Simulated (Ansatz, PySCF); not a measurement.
BF₃H₃N, SMILES [NH3+][B-](F)(F)F.

Coordinates come from a PBE-D3(BJ)/def2-SVP optimisation.

Vertical ionisation energy (IE) and electron affinity (EA) in eV. Rows of orbital energies are one-electron estimates. Where ΔSCF, EOM or ADC give a negative EA the extra electron is unbound and the value depends on the basis.

```json
[
 {"level": "−ε(HOMO), −ε(LUMO), CAM-B3LYP/def2-TZVP (PySCF)", "IE": "11.85", "EA": "-0.48"},
 {"level": "−ε(HOMO), −ε(LUMO), PBE/def2-TZVP (PySCF)", "IE": "8.11", "EA": "1.08"},
 {"level": "ΔSCF, CAM-B3LYP/def2-SVPD (Ansatz), final states of multiplicity 2 and 2", "IE": "13.32", "EA": "-0.88"},
 {"level": "ΔSCF, PBE/def2-SVPD (Ansatz), final states of multiplicity 2 and 2", "IE": "12.21", "EA": "-0.74"}
]
```

What vertical singlet–triplet gap does ΔSCF give with CAM-B3LYP/def2-SVPD (Ansatz, a program for electronic structure) and with PBE/def2-SVPD (Ansatz)? (An estimate is asked for; the answer gives what the named calculation found.)

8.94 and 7.99 eV (triplet above singlet where positive).
